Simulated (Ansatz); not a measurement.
Computed with Ansatz on PBE0-D4/def2-TZVP structures; ΔE is electronic, products minus reactants. CCSD(T)/CBS is the MP2 limit (def2-TZVPP, def2-QZVPP) plus CCSD(T) − MP2 in def2-TZVPP, frozen cores. Functionals use def2-TZVPP. One conformer a species, not always the lowest.

Reaction (redistribution): `C[S][AlH][OH]` + `FC[SiH](F)[AlH2]` → `C[S][AlH][CH2]F` + `O[SiH](F)[AlH2]`

| level | ΔE (eV) |
| --- | --- |
| PBE-D4 | 0.36 |
| MP2/CBS(def2) | 0.37 |

Question: What does CCSD(T)/CBS give? (An estimate is asked.)

Answer: The calculation gave: +0.35 eV. The listed levels differ from it by 0.01, 0.02 eV.

Largest T1 diagnostic among the species: 0.012.

In def2-TZVPP, CCSD(T) changes the Hartree–Fock value by +0.04 eV (the triples alone add +0.00 eV) and MP2 by +0.06 eV.
